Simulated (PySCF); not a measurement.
# Reading the logs of faulty runs: BClGeHO

Calculated results; nothing here was measured. They come from PySCF 2.14.0, an open-source quantum chemistry program, on an isolated molecule that a program drew, which may never have been made. The molecule is BClGeHO (charge 0, doublet), drawn as the SMILES string `[BH][Ge](=[O])[Cl]`.

Each row is a Hartree-Fock (HF) and frozen-core CCSD(T) single point in the cc-pV(D+d)Z basis, meant for a local HF minimum. Run 1 is clean. Each other run has one planted mistake out of seven kinds, and not every kind appears here: one electron removed, one electron added, multiplicity raised by two, geometry at a saddle point, minimal basis STO-3G, one bond length entered in bohr, all coordinates scaled. The reference is restricted for singlets and unrestricted otherwise, and also for a bond in bohr. Adding or removing an electron swaps singlet and doublet. Electrons count all cores. HOMO and LUMO are orbital energies over both spins, the gradient is its largest component, and the lowest frequency (negative if imaginary) is given only where the gradient is small. Bond lengths are over the 4 bonds as drawn. T1 is the CCSD diagnostic: over 0.02 (restricted) or 0.045 (unrestricted) a single reference is doubtful. Germanium has the cc-pVDZ-PP basis, with a core potential (ECP10MDF) in place of its 10 inner electrons, and its 3s, 3p and 3d shells are frozen in CCSD(T).

Geometry of the clean run:
```xyz
5
BClGeHO, angstrom
B    -2.0726    0.8613    3.0377
Ge   -1.5567    0.7637    1.0772
O    -2.4110    0.8038   -0.2902
Cl    0.5611    0.3679    1.0852
H    -2.1393    1.7020    3.8726
```

| run | electrons | basis functions | <S^2> | HOMO (eV) | LUMO (eV) | gradient (hartree/bohr) | lowest frequency (cm^-1) | mean bond (Å) | longest bond (Å) | T1 | HF (hartree) | CCSD(T) (hartree) | mistake |
|---|---|---|---|---|---|---|---|---|---|---|---|---|---|
| 1 | 63 | 79 | 0.771 | -10.58 | -0.23 | 4.5e-06 | 136 | 1.7459 | 2.154 | 0.0261 | -852.93646 | -853.45310 | no fault |
| 2 | 63 | 79 | 3.799 | -8.01 | -0.57 | 1.7e-01 | - | 1.7459 | 2.154 | 0.0393 | -852.87327 | -853.34614 | multiplicity raised by two |
| 3 | 63 | 79 | 0.775 | -9.97 | -0.21 | 5.2e-05 | -433 | 1.7291 | 2.148 | 0.0258 | -852.93263 | -853.45029 | geometry at a saddle point |
| 4 | 62 | 79 | 0.000 | -17.13 | -8.29 | 5.6e-02 | - | 1.7459 | 2.154 | 0.0451 | -852.58890 | -853.11841 | ? |

**Which mistake was planted in run 4, and what did it cost?**

It counts 62 electrons, one fewer than the clean run, at the same geometry and basis. So the mistake is: one electron removed. Subtracting run 1 and multiplying by 627.51 kcal/mol a hartree, the energy moved by 218.1 kcal/mol in HF and 210.0 kcal/mol in CCSD(T).

Cautions from the logs. Run 4: T1 is over the limit, so its CCSD(T) energy is less reliable.
